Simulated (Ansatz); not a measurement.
Geometry optimisation, RHF/def2-SVP (Ansatz 0.2.0).

Input:

```yaml
crystal:
  periodic: [false, false, false]
  atoms:
    - { symbol: O, position_ang: [-2.1008, -0.6157, 1.6084] }
    - { symbol: Si, position_ang: [-0.4504, -0.5935, 1.3785] }
    - { symbol: C, position_ang: [-0.0647, -0.1895, -0.412] }
    - { symbol: Si, position_ang: [1.8881, -0.2983, -0.654] }
    - { symbol: Sb, position_ang: [-0.6883, 1.8079, -0.8871] }
    - { symbol: H, position_ang: [-2.3816, 0.4044, 1.6742] }
    - { symbol: H, position_ang: [0.0928, -1.9268, 1.712] }
    - { symbol: H, position_ang: [0.2179, 0.4177, 2.2611] }
    - { symbol: H, position_ang: [-0.5372, -0.8974, -1.0252] }
    - { symbol: H, position_ang: [2.4961, 0.6501, 0.2579] }
    - { symbol: H, position_ang: [2.2561, -1.6728, -0.3183] }
    - { symbol: H, position_ang: [2.154, 0.0133, -2.0336] }
    - { symbol: H, position_ang: [-0.87102, 2.23682, 0.85083] }
    - { symbol: H, position_ang: [0.93252, 2.38004, -0.92713] }
basis:
  gaussian: { orbitals: def2-SVP }
hamiltonian:
  xc: hf
relax:
  f_tol: 0.015
  max_steps: 40
```

Command:

```bash
$ ansatz run input.yaml --threads 2 --pin off --max-ram 3072MiB --backend cpu --events-out ev --progress --plain --runs-dir out
```

Q: Where does it end, and by what steps?

A: It converged. After 32 steps the energy has fallen by 0.845 eV; H6 moved furthest, 0.90 Å.

```tsv
step	energy less start (eV)	largest force component (eV/Å)	accepted
0	0.0000	4.913	yes
2	-0.7230	0.534	yes
4	-0.7853	0.162	yes
6	-0.7932	0.097	yes
8	-0.7952	0.172	yes
10	-0.7997	0.195	yes
12	-0.8093	0.129	yes
14	-0.8201	0.149	yes
16	-0.8259	0.126	yes
18	-0.8361	0.157	yes
20	-0.8096	0.519	no
22	-0.8435	0.147	no
24	-0.8438	0.026	yes
26	-0.8433	0.061	no
28	-0.8442	0.059	no
30	-0.8445	0.039	yes
32	-0.8446	0.011	yes
```

```xyz
14
Properties=species:S:1:pos:R:3
O -2.088 -0.098 1.518
Si -0.532 -0.655 1.376
C 0.064 -0.135 -0.319
Si 1.933 -0.224 -0.571
Sb -0.803 1.819 -0.877
H -2.570 -0.193 2.324
H -0.499 -2.130 1.524
H 0.315 -0.072 2.445
H -0.389 -0.837 -1.028
H 2.623 0.808 0.238
H 2.455 -1.555 -0.159
H 2.271 -0.023 -2.000
H -0.464 2.584 0.605
H 0.625 2.429 -1.591
```

Whether the end is a true minimum wasn't checked by a vibrational analysis.

The run took 3.1 min on 2 threads of AMD EPYC 7R43 64-Core Processor (Zen 3) (shared host), peak memory 0.38 GiB.
